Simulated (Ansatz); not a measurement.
A geometry relaxed with B3LYP-D3(BJ)/def2-TZVP in Ansatz (an electronic-structure program), charge 0, multiplicity 1:

```xyz
8

H      0.4573     2.1946    -0.0493
O      1.4778    -0.5708     0.1591
H     -1.8856    -0.7522    -0.9520
F     -0.6477     0.0320     1.5768
H      1.6314    -1.4524     0.5069
O     -0.9565    -0.9625    -0.8329
Si    -0.0397     0.0020     0.0967
O     -0.0369     1.5094    -0.5053
```

Write the SMILES of this molecule.

`O[Si](O)(O)F`
